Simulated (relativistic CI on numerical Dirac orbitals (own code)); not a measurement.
# P+: calculation against measurement

Calculated at this level of theory: Dirac-Coulomb-Breit CI, orbitals from a KLI potential per configuration, a model potential for QED, valence Slater integrals scaled by 0.85, configuration energies shifted to the measured levels that pair with them (semi-empirical) (own radial code, finite nucleus).

Configurations in the expansion (outside the closed core [Ne]): 3s2 3p2, 3s 3p3, 3s2 3p 4s, 3s2 3p 4p, 3s2 3p 5s, 3s2 3p 4d, 3s2 3p 3d, 3p4, 3s2 3d2, 3s 3p2 3d, 3s2 4s2, 3s2 3p 5p, 3s2 3d 4s, 3s2 3p 4f, 3s2 4s 4p, 3s2 3p 5d, 3s2 3p 5f, 3s2 3p 5g, 3s2 3d 4p, 3p2 3d2, 3s2 4p2, 3s 3p2 4s, 3p3 4s, 3s 3p2 4p, 3p3 3d. Levels of other configurations are missing.

```
Configuration  Term (tabulated)  J  Measured (cm⁻¹)  Computed  Error  Purity (%)
      3s2 3p2                3P  0              0.0         0      0          96
      3s2 3p2                3P  1            164.9       158     -7          96
      3s2 3p2                3P  2            469.1       450    -19          96
      3s2 3p2                1D  2           8882.3      9594    712          96
      3s2 3p2                1S  0          21575.6     20639   -937          93
       3s 3p3               5S°  2          45697.0     45802    105          99
       3s 3p3               3D°  1          65251.4     65508    257          74
       3s 3p3               3D°  2          65272.3     65531    259          74
       3s 3p3               3D°  3          65307.2     65571    263          74
       3s 3p3               3P°  1          76812.3     75871   -942          62
       3s 3p3               3P°  0          76823.1     75895   -928          62
    3s2 3p 4s               3P°  0          86597.6     86598      0          97
    3s2 3p 4s               3P°  1          86744.0     86743     -1          95
    3s2 3p 4s               3P°  2          87124.6     87114    -11          96
    3s2 3p 4s               1P°  1          88893.2     89015    122          94
    3s2 3p 4p                1P  1         101635.7    102001    366          96
    3s2 3p 4p                3D  1         103165.6    103438    273          97
    3s2 3p 4p                3D  2         103339.1    103610    271          98
    3s2 3p 4p                3D  3         103667.9    103947    279          99
    3s2 3p 4p                3P  0         105224.1    105083   -141          98
    3s2 3p 4p                3P  1         105302.4    105175   -127          94
    3s2 3p 4p                3P  2         105549.7    105417   -133          97
    3s2 3p 4p                3S  1         106001.2    106068     67          95
    3s2 3p 4p                1D  2         107922.9    107856    -67          98
       3s 3p3               3S°  1         110254.8    109108  -1147          91
    3s2 3p 4p                1S  0         111507.7    111412    -96          95
       3s 3p3               1P°  1         118341.7    117084  -1258          65
    3s2 3p 5s               3P°  0         123344.2    123332    -12         100
    3s2 3p 5s               3P°  1         123455.5    123457      1          94
    3s2 3p 5s               3P°  2         123890.8    123889     -1          99
    3s2 3p 5s               1P°  1         124432.3    124643    211          94
    3s2 3p 4d               3F°  2         124946.7    124944     -2          97
    3s2 3p 4d               3F°  3         125128.9    125131      2          97
    3s2 3p 4d               3F°  4         125391.1    125391      0          98
```

Measured levels from NIST Handbook of Basic Atomic Spectroscopic Data (Sansonetti and Martin, J. Phys. Chem. Ref. Data 34, 1559 (2005)); pairs were made by configuration, J and term (by order where the table uses no LS term), so strongly mixed levels may be paired wrongly.

Mean error by configuration (cm⁻¹): 3s2 3p2 -63; 3s 3p3 -424; 3s2 3p 4s 28; 3s2 3p 4p 69; 3s2 3p 5s 50; 3s2 3p 4d 0. Over the excited levels the mean absolute error is 273 cm⁻¹ (33 of the 35 excited levels that our extract of the source holds in range could be paired, and the others can miss by more), and the median relative error of those above 1,000 cm⁻¹ is 0.14 %, both after the shifts were fitted to these levels, so that a configuration with one level shows no error.

Transition probabilities of persistent lines. The last column rescales the computed rate by the cube of measured over computed energy:

| λ measured (Å) | Lower | Upper | A tabulated (s⁻¹) | A computed | A rescaled |
| --- | --- | --- | --- | --- | --- |
| 1532.53 vacuum | 3s2 3p2 3P_0 | 3s 3p3 3D°_1 | 2.90e+06 | 4.96e+05 | 4.90e+05 |
| 1535.92 vacuum | 3s2 3p2 3P_1 | 3s 3p3 3D°_2 | 3.85e+06 | 6.42e+05 | 6.34e+05 |
| 1536.41 vacuum | 3s2 3p2 3P_1 | 3s 3p3 3D°_1 | 1.80e+06 | 2.85e+05 | 2.81e+05 |
| 1542.30 vacuum | 3s2 3p2 3P_2 | 3s 3p3 3D°_3 | 4.80e+06 | 7.22e+05 | 7.13e+05 |
| 4588.04 air | 3s2 3p 4p 3D_2 | 3s2 3p 4d 3F°_3 | 1.70e+08 | 1.68e+08 | 1.75e+08 |
| 4589.86 air | 3s2 3p 4p 3D_1 | 3s2 3p 4d 3F°_2 | 1.60e+08 | 1.55e+08 | 1.61e+08 |
| 4602.08 air | 3s2 3p 4p 3D_3 | 3s2 3p 4d 3F°_4 | 1.90e+08 | 1.86e+08 | 1.94e+08 |
| 6024.18 air | 3s2 3p 4s 3P°_1 | 3s2 3p 4p 3D_2 | 5.10e+07 | 5.58e+07 | 5.31e+07 |
| 6043.12 air | 3s2 3p 4s 3P°_2 | 3s2 3p 4p 3D_3 | 6.80e+07 | 6.80e+07 | 6.45e+07 |

Configurations whose levels could be paired with our table of measured levels were shifted onto them, all but the ground configuration, by the median error of their levels; single terms can still be off by 1,000 to 2,000 cm⁻¹ or more, and rates follow the energies as ν³ (E1, M1) or ν⁵ (E2). The others borrow a shift and can be off by several thousand cm⁻¹ or more. The fine structure of a lone outer electron comes out too small, for d and f at times inverted, and misplaced configurations move strength between like terms. 33 of the 35 excited levels that our extract of the measured tables holds in this range could be paired (the sources list more); they are missed by 273 cm⁻¹ on average and 1258 at most, after the shifts were fitted to these levels, and levels without a partner can miss by more.

Shifts applied (cm⁻¹): 3s2 3p2 0; 3s 3p3 -1225; 3s2 3p 4s -4142; 3s2 3p 4p -8510; 3s2 3p 5s -9075; 3s2 3p 4d -8837.
